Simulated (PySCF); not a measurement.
Cl₅Si₂, SMILES Cl[Si](Cl)[Si](Cl)(Cl)Cl, multiplicity 2.

Geometry: r2SCAN-D4/def2-SVP. The isomer is the one that the SMILES or the coordinates give; other isomers of the formula were not compared. The values are those of a single conformer.

All values below come from r2SCAN/def2-TZVP (PySCF).

Isolated molecule, no solvent.

```
Property                                                                                                         Result
---------------------------------------------------------------------------------------------  ------------------------
total energy                                                                                        -2880.11289 hartree
point group                                                                                                          Cs
α spin, highest occupied and lowest empty level                                                      -6.18 and -1.95 eV
β spin, highest occupied and lowest empty level                                                      -8.04 and -4.17 eV
dipole moment                                                                                                    0.68 D
quadrupole, principal values (traceless, Buckingham form, about the centre of nuclear charge)    -1.99, -0.55, 2.54 D·Å
mean static polarisability                                                                       113.1 bohr³ (16.75 Å³)
polarisability, principal values                                                               96.9, 118.6, 123.7 bohr³
⟨S²⟩                                                                                            0.756 (pure state 0.75)
```
